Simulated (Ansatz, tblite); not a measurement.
Removing and adding an electron: diborane tri Cl (B2H3Cl3). Charge 0, multiplicity 1. Geometry: r2SCAN-D4/def2-SVP. Ansatz, gas phase; energy differences of separate SCF runs; the oxidised species was run as a doublet alone; the reduced species was run as a doublet alone.

```xyz
8

B     0.489    0.709   -0.137
Cl    1.708    0.783   -1.422
Cl    0.217    2.090    0.932
H     0.695   -0.429    0.574
B    -0.476   -0.801    0.071
Cl   -1.704   -0.916    1.344
H    -0.255   -1.710   -0.678
H    -0.674    0.274   -0.683
```

The xTB rows come from tblite. HOMO above LUMO, or a gap near zero within one spin, warns that the state may not be the lowest or that an electron is smeared out.

Problem. Estimate orbital energies and vertical ionisation energies and electron affinities at: GFN1-xTB; GFN2-xTB; PBE-D4/def2-TZVP; PBE-D4/def2-TZVPD; r2SCAN-D4/def2-TZVP; r2SCAN-D4/def2-TZVPD; PBE0-D4/def2-TZVP; PBE0-D4/def2-TZVPD.

Solution. 
```json
{"level": "GFN1-xTB", "−HOMO (eV)": "12.61", "vertical IE (eV)": "15.03", "−LUMO (eV)": "6.86", "vertical EA (eV)": "3.87", "HOMO–LUMO gap (eV)": "5.75", "IE − EA (eV)": "11.16", "remarks": "–"}
{"level": "GFN2-xTB", "−HOMO (eV)": "11.61", "vertical IE (eV)": "14.10", "−LUMO (eV)": "7.18", "vertical EA (eV)": "4.13", "HOMO–LUMO gap (eV)": "4.43", "IE − EA (eV)": "9.97", "remarks": "–"}
{"level": "PBE-D4/def2-TZVP", "−HOMO (eV)": "7.68", "vertical IE (eV)": "10.53", "−LUMO (eV)": "2.33", "vertical EA (eV)": "–", "HOMO–LUMO gap (eV)": "5.35", "IE − EA (eV)": "–", "remarks": "gap within one spin near zero (+1 doublet)"}
{"level": "PBE-D4/def2-TZVPD", "−HOMO (eV)": "7.73", "vertical IE (eV)": "–", "−LUMO (eV)": "2.41", "vertical EA (eV)": "-0.11", "HOMO–LUMO gap (eV)": "5.31", "IE − EA (eV)": "–", "remarks": "HOMO above zero (-1 doublet), gap within one spin near zero (-1 doublet)"}
{"level": "r2SCAN-D4/def2-TZVP", "−HOMO (eV)": "8.04", "vertical IE (eV)": "10.80", "−LUMO (eV)": "2.09", "vertical EA (eV)": "–", "HOMO–LUMO gap (eV)": "5.95", "IE − EA (eV)": "–", "remarks": "–"}
{"level": "r2SCAN-D4/def2-TZVPD", "−HOMO (eV)": "8.06", "vertical IE (eV)": "–", "−LUMO (eV)": "2.15", "vertical EA (eV)": "-0.17", "HOMO–LUMO gap (eV)": "5.92", "IE − EA (eV)": "–", "remarks": "HOMO above zero (-1 doublet)"}
{"level": "PBE0-D4/def2-TZVP", "−HOMO (eV)": "9.08", "vertical IE (eV)": "11.08", "−LUMO (eV)": "1.43", "vertical EA (eV)": "–", "HOMO–LUMO gap (eV)": "7.65", "IE − EA (eV)": "–", "remarks": "–"}
{"level": "PBE0-D4/def2-TZVPD", "−HOMO (eV)": "9.11", "vertical IE (eV)": "–", "−LUMO (eV)": "1.51", "vertical EA (eV)": "-0.17", "HOMO–LUMO gap (eV)": "7.60", "IE − EA (eV)": "–", "remarks": "HOMO above zero (-1 doublet)"}
```

   A HOMO above zero means that the electron is unbound at that level or that self-interaction error raises the level; the energy of removing that electron tells which. Raw xTB energy differences between charge states are shifted by several eV; the methods need an empirical correction for them. A negative affinity means that the extra electron isn't bound; its size then hangs on the basis.
